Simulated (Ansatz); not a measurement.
**Ligand exchange: InH2Cl + KSH → InH2(SH) + KCl**

Gas-phase species: InH2Cl `[Cl][InH2]`, singlet; KSH `[SH][K]`, singlet; InH2(SH), singlet; KCl, singlet. The partners trade Cl for SH: In–Cl and K–SH bonds give way to In–SH and K–Cl.

Shapes, held fixed at every level: PBE0-D4/def2-TZVP. Programs: Ansatz 0.2.0. The zero-point and thermal change to 298 K, harmonic and unscaled (PBE0-D4/def2-TZVP), is +2.9 kJ/mol.

Estimate ΔH(298 K) of this reaction.

The highest level, CCSD(T)/def2-TZVPP, gives ΔH(298 K) = -54.2 kJ/mol; the levels span -57.4 to -53.3. The column of differences is taken from that level and isn't an error. No measured value is set beside it here. For atoms past krypton def2 sets carry core potentials with scalar relativity. Outer-core shells of In, K are correlated, in sets that cover them unevenly. Sets without diffuse functions underbind ionic bonds of s-block metals.

```csv
level,kind,ΔH(298 K) (kJ/mol),less CCSD(T)/def2-TZVPP
HF/def2-TZVPP,Hartree–Fock,-53.3,+0.9
r2SCAN-D4/def2-TZVPP,meta-GGA,-57.0,-2.8
r2SCAN0-D4/def2-TZVPP,global hybrid,-57.4,-3.2
B2PLYP/def2-TZVPP,double hybrid,-54.8,-0.6
MP2/def2-TZVPP,perturbation theory,-56.3,-2.1
CCSD/def2-SVP,coupled cluster or CI,-53.6,+0.6
CCSD/def2-TZVPP,coupled cluster or CI,-54.2,0.0
CCSD(T)/def2-TZVPP,coupled cluster or CI,-54.2,0.0
```
